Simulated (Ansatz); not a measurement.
Input file for Ansatz (an electronic-structure program): R-CCSD(T)/def2-TZVPP on CH8GeSi (SMILES C[SiH2][GeH3]), a point of a torsion scan. The run froze 20 orbitals, filled d shells among them.

Ansatz 0.2 input:
```yaml
crystal:
  periodic: [false, false, false]
  atoms:
    - {symbol: C, position_ang: [-1.57940293, 0.69760103, -0.12872548]}
    - {symbol: Si, position_ang: [-0.33960319, -0.73054623, 0.04529585]}
    - {symbol: Ge, position_ang: [-1.25493015, -2.68403717, -0.86114709]}
    - {symbol: H, position_ang: [-2.34009414, 0.65183616, 0.64602710]}
    - {symbol: H, position_ang: [-1.08669496, 1.66140923, -0.04020789]}
    - {symbol: H, position_ang: [-2.08210775, 0.66960547, -1.09207099]}
    - {symbol: H, position_ang: [0.89577881, -0.39425309, -0.67323390]}
    - {symbol: H, position_ang: [-0.00094784, -0.92151458, 1.46018329]}
    - {symbol: H, position_ang: [-2.58655765, -3.10758001, -0.31078577]}
    - {symbol: H, position_ang: [-1.51256401, -2.64745856, -2.34022481]}
    - {symbol: H, position_ang: [-0.42243989, -3.92181381, -0.70064910]}
basis:
  gaussian:
    orbitals: def2-TZVPP
magnetization: {spin_polarized: false}
correlation: {method: ccsd_t, electrons: outside_noble_gas}
scf: {lower_state_search: off}
```

Output:

```
WARN ansatz: RAYON_NUM_THREADS=1 ignored (pool sized by the plan → 1); use --threads N
Functional definition: HF
these checks for a lower state are left out or cut short: stability, starts, cluster_reference, orbital_swaps, neighbouring_geometries, increment
integrals: 1.25 GiB planned
1344 factors; integrals over basis functions are off by at most 9.4e-4 eV
mean field: 0.78 GiB planned
mean field evaluation 1: about -65491.2323 eV, gradient 2.7e1 eV
mean field evaluation 2: about -65491.3600 eV, gradient 2.7e1 eV
mean field evaluation 4: about -65493.6340 eV, gradient 3.1e0 eV
mean field evaluation 8: about -65493.6735 eV, gradient 2.0e-1 eV
mean field -65493.67368410 eV, -2406.8481146842 hartree, gradient 2.7e-6 eV, S^2 0.000000; 0 other end points of the search recorded, 0 dependent functions left out
20 core orbitals not correlated
reference -65493.67368410 eV, -2406.8481146842 hartree; 10, 10 occupied and 203, 203 virtual orbitals, 1344 factors
second order -11.87328088 eV of doubles, -0.00000000 eV of singles
coupled cluster: 1.46 GiB planned
cycle   1  -12.97752765 eV  change    -1.1e0 eV  update   8.1e-2
cycle   2  -13.40217212 eV  change   -4.2e-1 eV  update   2.6e-2
cycle   3  -13.43566482 eV  change   -3.3e-2 eV  update   7.8e-3
cycle   4  -13.43179781 eV  change    3.9e-3 eV  update   2.5e-3
cycle   5  -13.43106216 eV  change    7.4e-4 eV  update   7.2e-4
cycle   6  -13.43088282 eV  change    1.8e-4 eV  update   2.1e-4
cycle   7  -13.43088487 eV  change   -2.0e-6 eV  update   5.4e-5
cycle   8  -13.43089880 eV  change   -1.4e-5 eV  update   1.7e-5
perturbative correction -0.45183082 eV, -0.0166044764 hartree
Total energy: -65507.55641372 eV, -2407.3582955876 hartree
Checks for a lower state left out: stability, starts, cluster_reference, orbital_swaps, neighbouring_geometries, increment
```

The run converged.

Cost: around 3 core-minutes (rough).
